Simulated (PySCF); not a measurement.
## Shieldings and the share of exact exchange

Molecule: SMILES S[SiH2]C(Cl)(Cl)Cl, CH$_{3}$Cl$_{3}$SSi.

Numbering as in the mapped SMILES `[SH:1][SiH2:2][C:3]([Cl:4])([Cl:5])[Cl:6]`; H(Xn) means a hydrogen on atom n.

GIAO shieldings (ppm, equivalent atoms averaged) in PySCF on the PBE0-D3(BJ)/def2-SVP geometry, basis pcSseg-2, gas phase, non-relativistic:

| functional | exact exchange (%) | σ(Si2) | σ(C3) | σ(Cl4/Cl5/Cl6) |
| --- | --- | --- | --- | --- |
| BLYP | 0 | 328.1 | 48.2 | 471.1 |
| BP86 | 0 | 339.2 | 55.3 | 485.8 |
| PBE | 0 | 340.9 | 56.3 | 491.5 |
| B3LYP | 20 | 340.1 | 60.4 | 511.8 |
| PBE0 | 25 | 355.7 | 70.6 | 541.2 |
| BHandHLYP | 50 | 358.9 | 76.6 | 564.0 |
| HF | 100 | 396.1 | 101.7 | 643.9 |

Problem. Fit each shielding as a line in the percentage of exact exchange.

Solution. σ(Si2) = 334.9 + 0.59 x (rms 5.6 ppm); σ(C3) = 53.6 + 0.48 x (rms 3.2 ppm); σ(Cl4/Cl5/Cl6) = 485.1 + 1.61 x (rms 8.7 ppm). The functionals also differ in their semilocal parts, which the line can't hold; Hartree–Fock has no correlation at all.

Problem. What does the line predict for mPW1PW91 (25 %), and what does the run give?

Solution. σ(Si2): 349.6 predicted, 354.5 computed; σ(C3): 65.6 predicted, 69.4 computed; σ(Cl4/Cl5/Cl6): 525.4 predicted, 538.9 computed ppm.
